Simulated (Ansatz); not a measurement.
```xyz
9

C     1.041   -1.167   -1.125
Al    0.492    0.312   -0.037
C    -1.235    0.501    0.827
Br    2.021    1.967    0.245
H     2.020   -1.239   -1.594
H     0.411   -2.027   -1.343
H    -1.119    0.571    1.912
H    -1.731    1.421    0.505
H    -1.899   -0.339    0.610
```

The species carries charge 0 and has multiplicity 2.

Q: List the CAM-B3LYP/def2-TZVPP orbital energies in eV (the Gaussian-basis code of Ansatz). (An estimate is asked.)

A: Computed: α occupied: -13140.35, -1701.85, -1533.58, -1533.56, -1533.55, -1526.71, -279.20, -278.21, -237.94, -178.79, -178.70, -178.67, -114.74, -75.48, -75.33, -75.22, -73.14, -73.12, -73.09, -73.02, -73.02, -22.75, -20.92, -20.55, -13.36, -13.05, -12.80, -12.75, -10.74, -10.17, -9.87, -9.34, -8.64. α empty: 0.63, 0.79, 2.29, 2.44, 3.36, 3.57, 3.85, 4.11. β occupied: -13140.35, -1701.85, -1533.58, -1533.56, -1533.55, -1526.71, -278.87, -278.21, -237.94, -178.79, -178.70, -178.67, -114.73, -75.45, -75.33, -75.23, -73.14, -73.12, -73.09, -73.02, -73.02, -22.73, -20.88, -19.51, -13.15, -12.89, -12.77, -12.73, -10.52, -10.16, -9.77, -9.28. β empty: -1.95, 0.86, 1.32, 2.29, 2.50, 3.40, 3.61, 3.87. ⟨S²⟩ = 0.753.
